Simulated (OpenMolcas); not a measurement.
## Lines of Hg: computed and rescaled rates

| Property | Result |
| --- | --- |
| Program | OpenMolcas 26.06 |
| Method | SS-CASPT2, IPEA 0.25 Eh, imaginary shift 0.1 Eh (closed shells correlated: 5d) |
| Basis | ANO-RCC-VTZP [8s7p5d3f1g] |
| Scalar Hamiltonian | X2C, point nucleus |
| Active space | 2 electrons in 4 orbitals (6s 6p) |
| State averaging | 2S+1 = 3 even, 3 roots (0 in the spin-orbit step); 2S+1 = 1 even, 1 root; 2S+1 = 3 odd, 3 roots; 2S+1 = 1 odd, 3 roots |
| Spin-orbit coupling | state interaction with AMFI integrals over the reference wave functions, term energies averaged over their components |

Rates come from the transition moments of the reference wave functions (E1 and E2 in the length form). At fixed line strength A goes as λ^-3 for E1 and M1 and as λ^-5 for E2, so a rate at the computed wavelength can be rescaled to the measured one. Measured vacuum wavelengths follow from level energies in NIST Handbook of Basic Atomic Spectroscopic Data. Branching counts decays inside the model space alone, at computed energies, and the table is only a selection of the E2 and M1 lines, drawn from those between levels with measured partners whose computed energy lies within a factor of 1.5 of the measured one.

```json
{"Upper": "6s 6p 3P* 2", "Lower": "6s 6p 3P* 1", "Type": "M1", "λ computed (nm)": "2688", "λ measured (nm)": "2160", "A computed (s-1)": "6.88e-01", "A rescaled (s-1)": "1.33e+00", "Branching %": "97.3"}
{"Upper": "6s 6p 3P* 2", "Lower": "6s 6p 3P* 0", "Type": "E2", "λ computed (nm)": "1893", "λ measured (nm)": "1563", "A computed (s-1)": "1.37e-02", "A rescaled (s-1)": "3.57e-02", "Branching %": "1.9"}
{"Upper": "6s 6p 3P* 2", "Lower": "6s 6p 3P* 1", "Type": "E2", "λ computed (nm)": "2688", "λ measured (nm)": "2160", "A computed (s-1)": "5.26e-03", "A rescaled (s-1)": "1.57e-02", "Branching %": "0.7"}
```

The largest correction is for 6s 6p 3P* 2 → 6s 6p 3P* 1 (E2): 5.26e-03 × (2688 / 2160)^5 = 1.57e-02 s-1, a factor of 2.98.

No measured rate stands beside these. Rescaling mends the energy factor alone: line strengths can still be far off where a level mixes with configurations outside the active space, and weak or spin-changing lines hang on small mixing coefficients that depend on the term gaps too, so rescaling need not improve them.

Some high roots are left out of the spin-orbit mixing, which shifts the levels that they would mix with. Spin-orbit splittings of 6p shells tend to come out small when the coupling is added on scalar orbitals. Computed and measured levels are paired by configuration, term and J; levels that our copy of the source lacks, or whose pairing is in doubt (as where it misses far off the trend of its configuration), stay unpaired. Levels of configurations outside the active space are missing.

* marks odd parity.
